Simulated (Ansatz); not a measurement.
**Reading a saddle point**

A first-order saddle point of GeSiH4Cl2, singlet, PBE0-D4/def2-TZVP, with one imaginary mode of 479i cm⁻¹:

| atom | x (Å) | y (Å) | z (Å) |
| --- | --- | --- | --- |
| Ge1 | -0.0488 | 0.2303 | 1.1750 |
| Si2 | -0.4085 | 0.2238 | -1.2534 |
| H3 | 0.5710 | -0.7403 | -0.2706 |
| Cl4 | -1.2879 | -1.4469 | -2.1110 |
| Cl5 | 1.2181 | 0.7511 | -2.4260 |
| H6 | -1.4486 | 0.5945 | 1.7019 |
| H7 | 0.9614 | 1.3772 | 1.2008 |
| H8 | 0.4435 | -0.9897 | 1.9831 |

Program: Ansatz 0.2.0. Basis: def2-TZVPP and def2-QZVPP. Cores are frozen in the correlated methods. Filled d shells of the heavier atoms are correlated. The def2 sets are not built for correlating such inner shells, so the correlated values are less sure here. Extrapolation: Hartree–Fock as exp(−7.88 √X), correlation as X^−2.97.

Q: Which contacts change along the imaginary mode, and what lies on either side? (A judgement: the text doesn't fix the answer.)

A: By the calculation: The step is GeSiH₄Cl₂ ([Cl][SiH]([Cl])[GeH3]) → SiCl₂ + GeH₄, with the molecules in contact on both sides. Shortening one way: Ge1–H3; lengthening the same way: Ge1–Si2, Si2–H3.
| pair | one side (Å) | saddle (Å) | other side (Å) |
| --- | --- | --- | --- |
| Ge1–H3 | 3.28 | 1.85 | 1.58 |
| Ge1–Si2 | 2.38 | 2.45 | 3.42 |
| Si2–H3 | 1.48 | 1.69 | 2.07 |

Q: Which side is lower, and how far does the saddle lie above each? (To be estimated.)

A: By the calculation: The side with Ge1–Si2, Si2–H3 short is lower by 36.94 kcal/mol; the saddle lies 58.96 kcal/mol above it and 22.02 kcal/mol above the other (CCSD(T) at an estimated basis limit (MP2 extrapolated from triple and quadruple zeta, plus CCSD(T) − MP2 in triple zeta); electronic energies).

The T1 diagnostic stays at or below 0.013. The restricted Hartree–Fock reference is unstable towards an unrestricted one at one or more of these structures.

Losses and insertions of silylenes and their heavier kin drive the gas-phase chemistry of silicon and germanium vapour deposition.

Labels in which every atom is bracketed show which atoms are joined, not bond orders.

For scale, one of the runs: CCSD(T)/def2-TZVPP, 230 basis functions (an equivalent command: `ansatz run in.yaml --threads 4`). The run took 2.1 min on 4 CPU threads (shared host), with 3.5 GiB of host memory at its peak.
